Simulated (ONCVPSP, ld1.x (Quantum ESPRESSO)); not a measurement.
# Potentials for fluorine (F) compared

Generated with ld1.x 7.5 (TM, RRKJ, ultrasoft, PAW), atompaw 4.2 or ONCVPSP 4.0.1. The cutoff is in Ry: for ld1.x and atompaw files where the sum of valence levels is converged to 10 mRy in a Bessel basis, for ONCV files where the hardest occupied wave has 1 mHa per electron of residual kinetic energy. The error is the largest all-electron minus pseudo excitation energy over each file’s own four to seven test configurations (ionisations up to +4, promotions, holes and added fractions of an electron), all of which were solved. The labels leave out finer settings (local radius, basis sizes, second energies), which also bear on the numbers. Spin-polarised tests are not counted. The rows are a selection from randomly drawn settings: files with unsolved tests, undetermined cutoffs or missed reference levels are left out.

| potential | cutoff (Ry) | largest error (meV) | bound ghosts |
| --- | --- | --- | --- |
| ONCV, PBE, scalar-relativistic, rc 0.75/0.85 (sp), local smoothed, core correction yes, reference 2s2 2p5, qcut 11.3/9.7, projectors 2/2 | 316 | +128 | none |
| RRKJ, PBEsol, fully relativistic, rc 0.60/1.35/1.15 (spd), local s, core correction no, reference 2s2 2p4.75 | 180 | +2460 | none |
| ultrasoft, LDA (PZ), non-relativistic, rc 0.80/1.20/1.00 (spd), local smoothed, core correction no, reference 2s2 2p3 | 50 | +106 | none |
| TM semilocal, PW91, scalar-relativistic, rc 0.70/1.20 (sp), local p, core correction yes, reference 2s2 2p5 | 160 | +1084 | none |

**Question.** Fill in the row for F: ONCV, PBE, scalar-relativistic, rc 0.85/1.00/0.95 (spd), local smoothed, core correction no, reference 2s2 2p5, qcut 8.4/15.1/11.5, projectors 2/2/1.

**Answer.** cutoff 137 Ry, largest error +171 meV, bound ghosts: none.

**Question.** Fill in the row for F: RRKJ, PBE, scalar-relativistic, rc 0.75/1.10 (sp), local smoothed, core correction yes, reference 2s2 2p4.5.

**Answer.** cutoff 140 Ry, largest error +965 meV, bound ghosts: none.

**Question.** Fill in the row for F: PAW, LDA (PZ), scalar-relativistic, rc 0.90/1.50/1.70 (spd), local smoothed, core correction yes, reference 2s2 2p5.

**Answer.** cutoff 35 Ry, largest error -19 meV, bound ghosts: none.
